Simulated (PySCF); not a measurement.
C2H6SZn, SMILES C[CH2][Zn][SH] (connectivity only; charge and spin as stated), charge -1, multiplicity 2.

Geometry: TPSSh-D3(BJ)/def2-SVPD. The spin state was assumed, not searched. The isomer is the one that the SMILES or the coordinates give; other isomers of the formula were not compared. Other conformers were not sampled.

These are PySCF with ωB97X/def2-SVPD values and carry that method's errors.

Gas-phase values at a fixed geometry.

Question: Estimate the frontier levels, dipole moment and polarisability. (An estimate is asked for; the answer gives what the named calculation found.)

Answer: 
| Quantity | Value |
|---|---|
| α spin, highest occupied and lowest empty level | -1.19 and 5.60 eV |
| β spin, highest occupied and lowest empty level | -4.07 and 4.03 eV |
| dipole moment about the centre of nuclear charge | 3.65 D |
| mean static polarisability | 124.6 bohr³ (18.46 Å³) |
| polarisability, principal values | 104.7, 116.8, 152.3 bohr³ |
| ⟨S²⟩ | 0.753 (pure state 0.75) |
